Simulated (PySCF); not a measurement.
This PySCF input asks for the NMR shieldings of SMILES CS/C=C\S[SiH3], C3H8S2Si; the geometry comes from GFN2-xTB.

```python
import basis_set_exchange as bse
import numpy as np
from pyscf import gto, dft
from pyscf.prop import nmr

atoms = """
C    -2.336678   -0.005078   -0.778765
S    -0.794275    0.950434   -0.639864
C    -0.517575    0.784118    1.085545
C     0.653170    0.871174    1.708333
S     2.251307    1.119482    1.038920
Si    2.291702    0.073643   -0.851827
H    -2.155480   -1.036956   -0.491787
H    -2.638640    0.044766   -1.819616
H    -3.100343    0.442751   -0.148963
H    -1.422869    0.633631    1.654114
H     0.683482    0.830208    2.786607
H     1.522000   -1.152205   -0.692733
H     1.846450    0.936032   -1.933137
H     3.717072   -0.212447   -0.938994
"""
names = dict.fromkeys(["C", "S", "Si", "H"], "pcSseg-1")
basis = {el: gto.basis.parse(bse.get_basis(n, elements=[el], fmt="nwchem")) for el, n in names.items()}
mol = gto.M(atom=atoms, basis=basis, charge=0, verbose=0)
mf = dft.RKS(mol, xc="PBE0")
mf.grids.level = 2
mf.grids.alignment = dft.numint.BLKSIZE   # the property module wants whole blocks of grid points
mf.conv_tol = 1e-9
mf.kernel()

calc = nmr.RKS(mf)   # GIAO
C = mf.mo_coeff
Co = C[:, mf.mo_occ > 0]
resp = mf.gen_response(singlet=True, hermi=2)
def vind(x):   # induced exchange potential for any number of trial vectors
    d = np.einsum("pi,xij,qj->xpq", C, 2 * x.reshape(-1, C.shape[1], Co.shape[1]), Co, optimize=True)
    return np.einsum("xpq,pi,qj->xij", resp(d - d.transpose(0, 2, 1)), C, Co, optimize=True).ravel()
mo1, _ = nmr.rhf.solve_mo1(calc, with_cphf=vind)
sigma = calc.kernel(mo1)
for i, s in enumerate(sigma):   # ppm
    print("%2d %-2s %9.2f" % (i, mol.atom_pure_symbol(i), np.trace(s) / 3))
```

Q: What does it print?

A: 
```
 0 C     164.35
 1 S     508.60
 2 C      50.57
 3 C      60.66
 4 S     616.69
 5 Si    403.04
 6 H      29.44
 7 H      29.68
 8 H      29.39
 9 H      25.82
10 H      25.66
11 H      26.78
12 H      26.29
13 H      27.27
```

These numbers come from an equivalent density-fitted implementation of the same equations, which agrees with the script to about 0.01 ppm for H and up to a few tenths of a ppm for heavy atoms, so last digits may differ.

Q: Turn these shieldings into chemical shifts. Scale: ¹³C (σref 186.93) and ²⁹Si (σref 349.16) and ¹H (σref 31.72) vs TMS; ³³S (σref 503.73) vs CS2 (reference shieldings calculated alike).

A: Averaging equivalent atoms: C 2: 136.4; C 3: 126.3; C 0: 22.6; S 1: -5; S 4: -113; Si 5: -53.9; H 10: 6.05; H 9: 5.90; H 11/12/13: 4.94; H 6/7/8: 2.22 ppm. 

Size and cost of the density-fitted run: 163 basis functions, about 60 core-seconds.
